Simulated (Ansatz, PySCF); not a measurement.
This singlet lies 1.08 eV below the relaxed triplet at the level frozen-core CCSD(T)/aug-cc-pVDZ // B3LYP-D3(BJ)/def2-TZVPD (Ansatz, a program for electronic structure).

B3LYP has the VWN-RPA correlation part, as in Gaussian. 

H4AlSSi, SMILES `[SiH3][Al-][SH]` (lower singlet; Si–Al–S–H torsion 180°) (charge -1, multiplicity 1)

Level of theory: PySCF with B3LYP-D3(BJ)/def2-TZVPD.

* **HOMO**: -0.47 eV
* **total energy**: -932.6897 Ha
* **cost**: around 40 core-seconds (rough)

```xyz
7

Si    -1.2078     0.1311    -0.0344
Al     0.8799    -1.4450     0.1103
S      2.2699     0.2943    -0.6156
H     -2.3123    -0.4328    -0.8991
H     -1.1390     1.5639    -0.5079
H     -1.9225     0.2719     1.2905
H      3.4318    -0.3834    -0.5860
```
Charge -1, spin multiplicity 1.
